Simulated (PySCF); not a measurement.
## TeH₄, singlet: structure and spectrum

Computed with PySCF, PBE0, basis Te x2c-TZVPall, H x2c-TZVPall (spin-free X2C, no spin–orbit coupling, density fitting).

The structure is a minimum.

```xyz
5
charge 0 multiplicity 1, angstrom
Te    0.0000    0.0000   -0.0187
H     0.0000    1.6135    0.6090
H     0.0000   -1.6135    0.6090
H     1.6135    0.0000    0.6090
H    -1.6135    0.0000    0.6090
```

| Property | Result |
| --- | --- |
| Point group | C4v |
| Bond lengths | Te–H 1.731 Å (×4) |
| Bond angles | H–Te–H 82.4° (×4), H–Te–H 137.5° (×2) |
| Highest occupied level | -6.54 eV |
| Zero-point energy | 70.0 kJ/mol |
| Heat capacity Cp at 298.15 K | 46.6 J/(mol K) |
| Rotational symmetry number | 4 |
| Principal polarisabilities | 31.8, 49.0, 49.0 bohr³ |
| Dipole moment | 0.45 D |
| Entropy at 298.15 K and 1 bar | 240.7 J/(mol K) |
| Lowest empty level | -1.03 eV |
| Principal quadrupole moments (Buckingham, traceless) about the centre of mass | -0.13, -0.13, 0.26 D Å |
| Rotational constants | 2.483, 2.483, 1.606 cm⁻¹ |
| Enthalpy at 298.15 K above 0 K | 11.48 kJ/mol |

Harmonic modes (masses in u: Te 129.906, H 1.008):
| symmetry | ω (cm⁻¹) | IR (km/mol, summed over degenerate members) | type |
| --- | --- | --- | --- |
| b1 | 275 | 0.0 | bend |
| a1 | 822 | 66.0 | bend |
| e | 1099 | 324 | bend |
| b2 | 1251 | 0.0 | bend |
| b1 | 1716 | 0.0 | stretch |
| e | 1762 | 871 | stretch |
| a1 | 1923 | 16.1 | stretch |

In C4v the vibrations span 2b1 + 2a1 + 2e + b2. The b1, b2 modes carry no infrared intensity, as symmetry demands.

Charges (e):
```csv
atom,Mulliken,Löwdin,polar tensor,Mayer order to Te1
Te1,0.02,0.41,1.09,–
"H2,3,4,5",0.00,-0.10,-0.27,0.85
```

Mulliken populations on Te1: s 9.78, p 21.79, d 20.38, f 0.04.

Outer orbital energies (eV). occupied: -18.98, -11.59, -11.59, -8.48, -6.54; empty: -1.03, 0.83, 0.83, 4.23.

Counting electrons, tellurium keeps 2 of its valence electrons outside its bonds, so the VSEPR class is AX4E1 and the expected shape is see-saw (C2v). The calculation gives C4v instead.

This need not be the most stable arrangement of these atoms.

The final relaxation and frequency run took 45 s on 2 threads of a shared Arm Neoverse N1 host, with 84 basis functions and 8 gradients; the process peaked at 1.2 GiB.
